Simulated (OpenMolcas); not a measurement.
# Eu3+ in CaO: curves along the breathing mode

Eu3+ with its 6 nearest oxide ions, on the Ca site of CaO (a = 4.8105 Å, distance in the model lattice 2.405 Å). The rest of the host is ab initio model potentials to 7.6 Å, with orthogonalisation functions on the cations behind the ligands, and point charges beyond; the distance is set by hand and nothing relaxes, and no local charge compensation is placed. Ligand basis ANO-RCC-VDZP.

```yaml
Program: OpenMolcas 26.06
Method: CASSCF
Basis: ANO-RCC-VDZP [7s6p4d2f1g]
Scalar_Hamiltonian: DKH2, point nucleus
Active_space: 6 electrons in 7 orbitals (4f)
State_averaging: 2S+1 = 7 even, 7 roots; 2S+1 = 5 even, 77 roots kept (CI in the orbitals of an earlier block); 2S+1 = 3 even, 3 roots kept (CI in the orbitals of an earlier block)
Spin-orbit_coupling: state interaction with AMFI integrals over the reference wave functions
```

Spin-free energies (labels of O, the rotations of Oh) in cm-1 above the lowest fitted minimum, as all ligands move together:

```tsv
R (Å)	7T1	7T2	7A2	5T2	5E	5T2(2)	5E(2)
2.199	840	1830	2330	25200	25490	28070	28150
2.251	80	970	1410	24430	24690	27370	27440
2.303	2500	3300	3690	26840	27080	29840	29900
2.354	7650	8380	8720	31980	32200	35020	35070
2.406	15480	16150	16460	39800	40000	42880	42930
2.458	25770	26390	26660	50080	50270	53190	53240
2.51	38440	39020	39260	62740	62910	65880	65920
```

Cubic fits give the following; the wavenumber is harmonic, with the mass of all moving ligands, small differences in it between states hang on the degree of the fit, a number in brackets counts states of one label, and the table is a selection of at most 14 states with clean curves.

```
 State  R0 (Å)  Breathing mode (cm-1)  Minimum (cm-1)
   7T1   2.236                    637               0
   7T2   2.238                    638             910
   7A2   2.239                    639            1370
   5T2   2.237                    637           24350
    5E   2.237                    637           24630
5T2(2)   2.236                    636           27270
 5E(2)   2.236                    637           27350
   5T1   2.236                    637           27540
5T2(3)   2.237                    637           27910
 5E(3)   2.238                    638           28540
5T1(2)   2.238                    637           28570
   5A1   2.238                    637           28630
5A1(2)   2.237                    638           29000
5T1(3)   2.237                    638           29050
```

For an f ion spin-orbit coupling outweighs the ligand field, so these spin-free curves are not those of observable levels.

High states are left out of the spin-orbit mixing, which shifts the levels that they would mix with. Without dynamic correlation the ligand-field splitting of an f shell can come out too small, at times by half. No measured value stands beside these numbers.
